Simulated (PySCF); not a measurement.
# Bonding in `ClB(Cl)c1ccco1`

Compound: C4H3BCl2O.
SMILES with atom numbers: `[Cl:1][B:2]([Cl:3])[c:4]1[cH:5][cH:6][cH:7][o:8]1` (hydrogens: H9 on C5; H10 on C6; H11 on C7)

Structure used (PBE0-D3(BJ)/def2-SVP), in Å, numbered top down from 1:
```xyz
11
C4H3BCl2O angstrom
Cl     3.798   -0.827    1.279
B      2.902    0.381    0.369
Cl     3.774    1.631   -0.488
C      1.379    0.316    0.346
C      0.484   -0.553    0.939
C     -0.816   -0.128    0.571
C     -0.625    0.974   -0.222
O      0.670    1.246   -0.362
H      0.755   -1.399    1.568
H     -1.770   -0.569    0.851
H     -1.316    1.638   -0.737
```

Bond orders from the PBE0/pcSseg-1 density (PySCF). Isolated species at its PBE0-D3(BJ)/def2-SVP geometry, gas phase.

How far do the computed orders between heavy atoms stray from the drawn ones?

The largest departure is 0.519, at O8–C4 (drawn aromatic, 0.981), counting aromatic bonds as 1.5. Drawn single, order above 1.12: B2–Cl3 (1.134). The bonds drawn aromatic range from 0.98 to 1.52.

Give the Mayer order of every bond between heavy atoms, beside its length.

```csv
bond,drawn as,length (Å),Mayer order
Cl1–B2,single,1.758,1.099
B2–Cl3,single,1.749,1.134
B2–C4,single,1.525,1.074
C4–C5,aromatic,1.381,1.487
C5–C6,aromatic,1.416,1.318
C6–C7,aromatic,1.371,1.525
C7–O8,aromatic,1.331,1.146
O8–C4,aromatic,1.367,0.981
```

Bonds between the same two heavy elements. B–Cl: lowest Cl1–B2 (1.099, 1.758 Å), highest B2–Cl3 (1.134, 1.749 Å). C–C: lowest C5–C6 (1.318, 1.416 Å), highest C6–C7 (1.525, 1.371 Å). C–O: lowest O8–C4 (0.981, 1.367 Å), highest C7–O8 (1.146, 1.331 Å).

And the bonds to hydrogen?

C–H: 0.98 to 0.99 (3 bonds).

Sum the orders of all bonds at each heavy atom with more than one neighbour and set the sums beside the valence in the SMILES.

B2 3.307 (drawn 3), C4 3.542 (drawn 4), C5 3.792 (drawn 4), C6 3.828 (drawn 4), C7 3.651 (drawn 4), O8 2.127 (drawn 2). Orders between atoms that aren't bonded are not in these sums.

For a closed shell the Mayer order of atoms A and B is Σ (PS)μν (PS)νμ over the basis functions μ on A and ν on B, with P the density and S the overlap matrix.

These values come from a run that also computed NMR shieldings. The run took 16 s on one thread, x86-64 server, on a shared host.
